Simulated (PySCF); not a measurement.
Two species compared at the same levels of theory.

First species: C3H12Si4.
SMILES: `C#C[SiH2][Si@H]([SiH3])[SiH2]C`

Second species: C6H14N2Si.
SMILES: `C=CN([SiH3])/N=C\CCC`

Levels: PBE0/pcSseg-1 for dipole moment, HOMO energy, LUMO energy and HOMO–LUMO gap; GFN2-xTB for rotational constant A and rotational constant C. Geometries: GFN2-xTB. Each species is one conformer at its optimised geometry, gas phase, non-relativistic unless stated; the electronic structure was computed with PySCF and density fitting.

Dipoles, sizes and rotational constants follow the conformer. The torsions of the flexible species, by atom-mapped SMILES:
- `[CH:1]#[C:2][SiH2:3][Si@H:4]([SiH3:5])[SiH2:6][CH3:7]`: C2–Si3–Si4–Si5 -174°, Si3–Si4–Si6–C7 -58°
- `[CH2:1]=[CH:2][N:3]([SiH3:4])/[N:5]=[CH:6]\[CH2:7][CH2:8][CH3:9]`: C1–C2–N3–Si4 24°, C2–N3–N5–C6 157°, N5–C6–C7–C8 -140°, C6–C7–C8–C9 179°

(1) Which has the higher HOMO energy?

(2) Which has the higher LUMO energy?

(3) Which has the higher rotational constant A?

(4) Which has the higher rotational constant C?

(5) Which has the higher dipole moment?

(6) Which of the two has the higher HOMO–LUMO gap, and by how much?

## Answers

(1) The second: -5.87 eV against -7.86 eV, a difference of 1.99 eV.

(2) The second: 0.10 eV against -0.60 eV, a difference of 0.70 eV.

(3) The second: 2.634 GHz against 1.259 GHz, a difference of 1.375 GHz.

(4) The second: 0.565 GHz against 0.516 GHz, a difference of 0.049 GHz.

(5) The second: 2.28 D against 0.97 D, a difference of 1.31 D.

(6) The first: 7.26 eV against 5.97 eV, a difference of 1.29 eV.

On the first: In atomic units the dipole is 0.38 e·bohr (1 au = 2.5417 D).

On the second: A dipole of 2.28 D is allowed in C1, and pure rotational transitions are dipole-allowed. The dipole equals about 7.6 × 10⁻³⁰ C·m (1 D = 3.33564 × 10⁻³⁰ C·m).
